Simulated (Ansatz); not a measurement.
Basis-set extrapolation for C₂H₇AlO₂, SMILES `CO[CH2][AlH][OH]` (PBE0-D4/def2-TZVP geometry, frozen core, Ansatz). Multiplicity 1, RHF reference.

```csv
,def2-TZVPP,def2-QZVPP
HF,-471.584280,-471.602776
MP2 correlation,-0.909370,-0.976771
CCSD(T) correlation,-0.980768,not run
```

Energies in hartree. Use E(X) = E(∞) + A·exp(−7.88·√X) for Hartree–Fock and E(X) = E(∞) + B·X^(−2.97) for correlation, with X = 3 and 4, and add CCSD(T) minus MP2 of the smaller set to the MP2 limit.

Task: What is the CCSD(T) energy at the basis-set limit?

Result: HF limit: -471.602776 + (-0.018496) × 0.13774 = -471.60532. MP2 limit: -0.976771 + (-0.067401) × 0.74074 = -1.02670. Higher-order term: -0.980768 − (-0.909370) = -0.07140. Total: -472.70342 hartree, 86.8 kcal/mol below CCSD(T)/def2-TZVPP.
